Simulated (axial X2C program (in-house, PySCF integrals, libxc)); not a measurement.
Spectroscopic constants of GaN⁻

Calculated with an axial X2C code built on PySCF integrals. Spin-free means the one-electron spin-free X2C Hamiltonian; two-component (2c) means X2C with spin–orbit coupling and atomic mean-field two-electron Coulomb and Gaunt terms, so the difference of the two also holds small scalar two-electron terms. Basis: Ga dyall-acv3z [10s10p8d5f1g], N dyall-av3z [7s7p3d2f] (cores contracted in-house); Gaussian nuclei, density fitting, unrestricted open shells. Masses: Ga 68.926 u, N 14.003 u.

State, spin-free: M_S = 1/2, Λ = 0 (beyond evenly filled blocks: σα); electrons by block: σα: 10, σβ: 9, π+α: 4, π+β: 4, π-α: 4, π-β: 4, δ+α: 1, δ+β: 1, δ-α: 1, δ-β: 1. Fragments: Ga- + N.

State, 2c: Ω = 1/2 (⟨Sz⟩ = 0.50, ⟨Lz⟩ = 0.00 at PBE0); electrons by block: 1/2: 14, -1/2: 13, 3/2: 5, -3/2: 5, 5/2: 1, -5/2: 1. Fragments: Ga- + N.

```json
{"Hamiltonian": "spin-free", "level": "PBE0", "Re (Å)": "1.738", "ωe (cm⁻¹)": "773.2", "ωexe (cm⁻¹)": "5.4", "Be (cm⁻¹)": "0.4794", "αe (cm⁻¹)": "0.00407", "De (eV)": "3.31", "k (mdyn/Å)": "4.1", "μ (D)": "-4.02"}
{"Hamiltonian": "spin-free", "level": "HF", "Re (Å)": "1.902", "ωe (cm⁻¹)": "402.5", "ωexe (cm⁻¹)": "11.7", "Be (cm⁻¹)": "0.4002", "αe (cm⁻¹)": "0.00997", "De (eV)": "0.343", "k (mdyn/Å)": "1.11", "μ (D)": "-2.27"}
{"Hamiltonian": "spin-free", "level": "CCSD", "Re (Å)": "1.766", "ωe (cm⁻¹)": "751.0", "ωexe (cm⁻¹)": "5.25", "Be (cm⁻¹)": "0.4646", "αe (cm⁻¹)": "0.0041", "De (eV)": "2.88", "k (mdyn/Å)": "3.87", "μ (D)": "n/a"}
{"Hamiltonian": "spin-free", "level": "CCSD(T)", "Re (Å)": "1.762", "ωe (cm⁻¹)": "762.2", "ωexe (cm⁻¹)": "5.55", "Be (cm⁻¹)": "0.4664", "αe (cm⁻¹)": "0.00419", "De (eV)": "3.19", "k (mdyn/Å)": "3.98", "μ (D)": "n/a"}
{"Hamiltonian": "spin-free", "level": "BP86", "Re (Å)": "1.749", "ωe (cm⁻¹)": "751.5", "ωexe (cm⁻¹)": "4.84", "Be (cm⁻¹)": "0.4735", "αe (cm⁻¹)": "0.00404", "De (eV)": "4.06", "k (mdyn/Å)": "3.87", "μ (D)": "-3.92"}
{"Hamiltonian": "2c", "level": "PBE0", "Re (Å)": "1.738", "ωe (cm⁻¹)": "773.1", "ωexe (cm⁻¹)": "5.4", "Be (cm⁻¹)": "0.4794", "αe (cm⁻¹)": "0.00407", "De (eV)": "n/a", "k (mdyn/Å)": "4.1", "μ (D)": "-4.02"}
{"Hamiltonian": "2c", "level": "HF", "Re (Å)": "1.902", "ωe (cm⁻¹)": "402.8", "ωexe (cm⁻¹)": "11.8", "Be (cm⁻¹)": "0.4002", "αe (cm⁻¹)": "0.01", "De (eV)": "n/a", "k (mdyn/Å)": "1.11", "μ (D)": "-2.27"}
{"Hamiltonian": "2c", "level": "CCSD", "Re (Å)": "1.766", "ωe (cm⁻¹)": "750.4", "ωexe (cm⁻¹)": "5.16", "Be (cm⁻¹)": "0.4645", "αe (cm⁻¹)": "0.00409", "De (eV)": "n/a", "k (mdyn/Å)": "3.86", "μ (D)": "n/a"}
{"Hamiltonian": "2c", "level": "CCSD(T)", "Re (Å)": "1.762", "ωe (cm⁻¹)": "761.7", "ωexe (cm⁻¹)": "5.45", "Be (cm⁻¹)": "0.4663", "αe (cm⁻¹)": "0.00418", "De (eV)": "n/a", "k (mdyn/Å)": "3.98", "μ (D)": "n/a"}
{"Hamiltonian": "2c", "level": "BP86", "Re (Å)": "1.749", "ωe (cm⁻¹)": "751.3", "ωexe (cm⁻¹)": "4.84", "Be (cm⁻¹)": "0.4735", "αe (cm⁻¹)": "0.00404", "De (eV)": "n/a", "k (mdyn/Å)": "3.87", "μ (D)": "-3.92"}
```

Correlated methods: 9 electrons correlated (number of frozen shells: Ga 3 s, 2 p, 1 d; N 1 s), 291 virtual spin orbitals or spinors in MP2, 90 natural virtuals in coupled cluster.

Dipoles are positive if N is the positive end and refer to the centre of mass.

The state is a single determinant with fixed occupations, the lowest that a limited PBE0 search found. Dissociation energies refer to the lowest single-determinant-based atoms at the same level and basis. De is not given where an atomic determinant may have missed its ground term or J level, or where the truncated virtual space spoils (T). Density functionals use the spin component along the axis (collinear). CCSD and (T) use frozen natural virtuals with an MP2 correction for the truncation; (T) itself is uncorrected, so its De runs slightly low. Other states lie close and PBE0, whose exact exchange favours high spin, may order them wrongly; the determinant shown need not be the ground state. The nearest other spin-free determinant of the search, M_S = 1/2, Λ = 1, lies 0.06 eV up at the distance of the search. Without a current term, density functionals place determinants with orbital angular momentum somewhat too high. The highest occupied level of some functionals is positive through self-interaction error; at Hartree–Fock it is bound. The determinant is spin-polarised beyond a pure state at some levels (its spin-free form has ⟨S²⟩ too high), which makes Re and μ there less reliable. The T1 diagnostic is large, a sign of multireference character. With the outer-core shells frozen, correlated bond lengths of heavy atoms tend to come out a few hundredths of an ångström too long. Hartree–Fock gets electron affinities wrong, so its lowest charge split need not be the true one.

No reliable constants came from MP2 (2c), MP2 (spin-free): no minimum in range, unconverged points, a curve that is not smooth, a change of character along it, or the two Hamiltonians disagreeing along it.

Rough cost a point (2c) on 1 thread(s) of a shared host, integrals apart: PBE0 1.2 s, HF 0.8 s, CCSD(T) 9 s, BP86 0.7 s.

The whole task took 3.7 min on 1 thread of Intel(R) Xeon(R) Processor @ 2.30GHz, on a shared host.
